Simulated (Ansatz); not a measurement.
Compare A (`C#COC(N)[SiH3]`) with its isomer B (`C=N/C([SiH3])=C\O`).

Gas-phase electronic energies from Ansatz, PBE0-D4/def2-TZVP geometries. CCSD(T)/CBS adds triple-zeta CCSD(T) − MP2 to the extrapolated MP2 energy (def2 sets, frozen cores). DFT in def2-TZVPP. B3LYP here is the variant with VWN-RPA as its local correlation; programs differ in this. One conformer a species, not always the lowest.

A:

```xyz
13

C    -2.9457   -0.0350    0.0442
C    -1.8557   -0.4673   -0.2180
O    -0.6869   -0.9229   -0.5071
C     0.4068    0.1120   -0.5176
N     1.4724   -0.3086   -1.3182
Si    0.9772    0.4157    1.2765
H    -3.9196    0.3189    0.2778
H    -0.0569    1.0042   -0.9480
H     1.2334   -0.4411   -2.2914
H     1.9633   -1.1152   -0.9605
H     1.8625   -0.7213    1.6441
H     1.7404    1.6873    1.3331
H    -0.1912    0.4731    2.1851
```

B:

```xyz
13

C     0.544    1.733   -1.208
N     0.758    1.158   -0.106
C     0.084   -0.026    0.219
Si   -0.836   -0.048    1.836
C     0.195   -1.158   -0.491
O     0.908   -1.243   -1.641
H     1.098    2.640   -1.443
H    -0.179    1.369   -1.946
H    -1.427   -1.402    2.011
H    -1.929    0.961    1.835
H     0.068    0.256    2.976
H    -0.263   -2.076   -0.135
H     0.978   -2.163   -1.905
```

Which is lower in electronic energy at CCSD(T)/CBS, and by how much? (An estimate is asked.)

The calculation gave: B, by 29.4 kcal/mol.

Give E(B) − E(A) in kcal/mol with CCSD(T)/def2-TZVPP, B3LYP, CCSD/def2-TZVPP, PBE-D4, PBE0-D4, B3LYP-D4, r2SCAN-D4. (Best estimate.)

Computed: CCSD(T)/def2-TZVPP -29.8, B3LYP -29.4, CCSD/def2-TZVPP -29.3, PBE-D4 -30.7, PBE0-D4 -30.4, B3LYP-D4 -30.0, r2SCAN-D4 -30.3. None reverses the order clearly.

Largest T1 diagnostic: 0.013.
